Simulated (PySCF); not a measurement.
C7H5ClO4.
Atom-mapped SMILES: `[CH3:1][O:2][C:3](=[O:4])[c:5]1[cH:6][cH:7][c:8]([C:9](=[O:10])[Cl:11])[o:12]1`

Geometry (GFN2-xTB, Å), atoms numbered from 1 in this order:
```xyz
17
C7H5ClO4 angstrom
C     -3.2409    1.0062    0.0405
O     -1.8368    0.7879    0.0150
C     -1.4394   -0.4824    0.0429
O     -2.1758   -1.4352    0.0868
C      0.0323   -0.5933    0.0146
C      0.8139   -1.7315    0.0334
C      2.1401   -1.2863   -0.0075
C      2.0773    0.0965   -0.0488
C      3.1698    1.0475   -0.1000
O      4.3338    0.7948   -0.1163
Cl     2.5994    2.7141   -0.1392
O      0.7970    0.5025   -0.0349
H     -3.7146    0.5341   -0.8226
H     -3.6741    0.5867    0.9507
H     -3.3778    2.0838    0.0117
H      0.4542   -2.7390    0.0714
H      3.0346   -1.8743   -0.0077
```

Probes without a nucleus sit at each ring's centroid and 1 Å off its mean plane on both sides; NICS is minus the shielding there, NICSzz its component along the normal. Level: GIAO PBE0/pcSseg-1 (PySCF, non-relativistic, gas phase) on the GFN2-xTB geometry, one conformer.

Ring bond lengths (Å), with Mayer bond orders in brackets: C5–C6 1.381 (1.45), C6–C7 1.400 (1.33), C7–C8 1.385 (1.42), C8–O12 1.343 (1.07), O12–C5 1.337 (1.09).

**Question.** What do the NICS probes read (ppm)?

**Answer.** 
```
           ring                                               type  NICS(0)  NICS(1), two faces  NICS(1)zz, two faces  rms pucker (Å)  centre to ring atoms, mean (Å)
C5–C6–C7–C8–O12  5-membered ring with O; formal bonds all aromatic    -11.3       -10.5 / -10.5         -24.1 / -24.1            0.00                            1.16
```

**Question.** What do they say, and how far can they be read as aromaticity?

**Answer.** 
- C5–C6–C7–C8–O12: mean NICS(1)zz -24.1 ppm, shielded, aromatic by this magnetic criterion (flat ring, no four-coordinate atom).

**Question.** How equal are the bonds by HOMA? HOMA = 1 − mean of α(R − Ropt)² over the ring bonds, with Krygowski's 1993 parameters (CC: Ropt 1.388 Å, α 257.7 Å⁻²; CO: Ropt 1.265 Å, α 157.38 Å⁻²).

**Answer.** 
- C5–C6–C7–C8–O12: HOMA 0.63; the largest term is that of C8–O12, α(R − Ropt)² = 0.96.

**Question.** What is the mean of the two in-plane components of NICS at the first NICS(1) probe listed for ring C5–C6–C7–C8–O12, 1 Å off the ring?

**Answer.** The isotropic value is a third of the trace: (3 × -10.5 − (-24.1))/2 = -3.7 ppm.

**Question.** Give the inner angles of the rings and the Hirshfeld charges of the ring atoms.

**Answer.** 
- C5–C6–C7–C8–O12: C5 110.6° (+0.062 e), C6 105.9° (-0.053 e), C7 106.0° (-0.044 e), C8 110.2° (+0.045 e), O12 107.3° (-0.040 e); sum 540.0° against 540° for a flat convex ring.

Time: 59 s wall. Hardware: an Arm Neoverse V2 with one thread, no GPU, shared host. This is the whole shielding run at PBE0/pcSseg-1, SCF included.
